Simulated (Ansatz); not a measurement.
Cost and result up the ladder for CuSe₅ (the lowest doublet isomer of a short search) (6 atoms). Charge 0, multiplicity 2. Geometry: PBE-D4/def2-SVP.

```tsv
atom	x (Å)	y (Å)	z (Å)
Cu1	-0.998	0.655	-0.981
Se2	1.680	1.103	0.872
Se3	-2.198	-1.172	-0.386
Se4	1.577	-1.122	0.072
Se5	0.381	2.418	-0.622
Se6	-0.442	-1.883	1.045
```

Ansatz on 4 threads of Arm Neoverse V2 on a shared host. Times are rough, and most runs start from the orbitals of an earlier one. PBE0-D4/def2-SVP serves as the yardstick here, not as an exact answer. Differences are given only for rows in sets of like size (and for xTB, whose basis is part of the method), since another set adds its own error. Binding counts from free atoms at the same level (Cu doublet, Se triplet; other spins of the atoms weren't run), without zero-point energy or a counterpoise term.

The 6-31G sets use Cartesian d functions. B3LYP takes the VWN-RPA correlation. Correlated methods freeze 54 core orbitals; core or outer-core shells of Se are correlated, in sets that lack core-valence functions. The rows differ in basis, and correlated rows in double-zeta sets carry the largest basis error. The structure comes from a short search, and lower isomers may exist.

Run but left out: HF/STO-3G (⟨S²⟩ 1.77, where a pure state has 0.75).

Second-order perturbation terms are unreliable where d shells bring near-degenerate states, and here MP2/def2-SVP lies more than 0.4 eV from the median of the functionals without such a term.

Correlated methods converge slowly with the basis, most of all in double-zeta sets.

```csv
level,functions,wall time,binding energy per atom (eV),difference from PBE0-D4/def2-SVP (eV)
revPBE-D4/def2-SVP,191,6.5 s,2.57,0.16
PBE-D4/def2-SVP (with forces),191,7 s,2.71,0.29
RPA@PBE/def2-SVP,191,11 s,1.73,-0.68
B3LYP-D4/6-31G,174,15 s,2.10,–
PBE0-D4/def2-SVP,191,16 s,2.41,0.00
r2SCAN-D4/def2-SVP,191,17 s,2.55,0.14
PBE-D4/def2-TZVPD,333,22 s,2.63,–
MP2/def2-SVP,191,23 s,1.96,-0.45
HF/6-31G,174,25 s,0.79,–
B2PLYP/def2-SVP,191,38 s,2.18,-0.23
r2SCAN-D4/def2-TZVPD,333,39 s,2.49,–
```
